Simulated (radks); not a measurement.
Results of a calculation; reference values are marked as such.
All-electron atom: Sn+ in [Kr] 4d10 5s2 5p1 (the NIST ground configuration). Level of theory: Dirac Kohn-Sham, BLYP, spin-unpolarised, spherical densities, finite nucleus; open shells are shared between the two j in proportion to 2j + 1; Fermi nuclear charge, rms radius 4.6519 fm (a radial shooting solver on a logarithmic mesh with Libxc functionals).

Unscreened Slater integrals over Kohn-Sham orbitals (eV). Large and small components are both included. Empty in this configuration: 6s1/2.

F0(5p3/2,5p3/2): 8.3370
F2(5p3/2,5p3/2): 4.4356
F0(5p3/2,5p1/2): 8.4925
G2(5p3/2,5p1/2): 4.5022
F0(5p3/2,5s1/2): 9.2470
G1(5p3/2,5s1/2): 5.8568
F0(5p3/2,4d5/2): 10.570
F2(5p3/2,4d5/2): 2.6839
G1(5p3/2,4d5/2): 0.93278
G3(5p3/2,4d5/2): 0.80787
F0(5p3/2,6s1/2): 4.9893
G1(5p3/2,6s1/2): 0.61594
F0(5p1/2,5p1/2): 8.6596
F0(5p1/2,5s1/2): 9.4761
G1(5p1/2,5s1/2): 6.2009
F0(5p1/2,4d5/2): 10.945
G3(5p1/2,4d5/2): 0.91908
F0(5p1/2,6s1/2): 5.0179
G1(5p1/2,6s1/2): 0.55254
F0(5s1/2,5s1/2): 10.634
F0(5s1/2,4d5/2): 13.056
G2(5s1/2,4d5/2): 1.8291
F0(5s1/2,6s1/2): 5.1558
G0(5s1/2,6s1/2): 0.28530
F0(4d5/2,4d5/2): 22.353
F2(4d5/2,4d5/2): 11.164
F4(4d5/2,4d5/2): 7.3311
F0(4d5/2,6s1/2): 5.4720
G2(4d5/2,6s1/2): 0.21011
F0(6s1/2,6s1/2): 4.0810
